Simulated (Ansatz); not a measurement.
This geometry of Cl2H2Sn (5 atoms, charge 0, multiplicity 1) is a first-order saddle point.

Method: Ansatz, RKS PBE/def2-SVP.

```xyz
5
Properties=species:S:1:pos:R:3
Sn 0.279 0.072 -0.413
Cl 1.265 -0.008 2.044
H 1.901 -0.092 0.338
H -0.894 1.360 -0.294
Cl -1.074 -1.878 -0.629
```

**Question.** Which two structures does it join? (They come from a converged band through this point; their orientation in space is the band's.)

**Answer.** Bonds broken: Sn1–H3. Bonds formed: Cl2–H3.

Initial state:

```xyz
5
Properties=species:S:1:pos:R:3
Sn 0.363 0.041 0.076
Cl 0.705 -0.023 2.416
H 1.905 -0.076 -0.678
H -0.626 1.407 -0.267
Cl -0.868 -1.895 -0.502
```

Final state:

```xyz
5
Properties=species:S:1:pos:R:3
Sn 0.501 0.835 -0.859
Cl 1.405 -0.079 1.669
H 0.742 -1.059 0.948
H -1.022 1.374 -0.051
Cl -0.148 -1.618 -0.662
```

**Question.** How far does it lie above each of them?

**Answer.** 1.51 eV above the first and 1.01 eV above the second. This is the barrier of this one path; another mechanism may lie lower. The orbitals stay closed-shell, which can raise the energy where a bond breaks towards radicals; this wasn't checked here.

The run took 2 min on 1 thread of Arm Neoverse V2, on a shared host, peak memory 0.12 GiB.
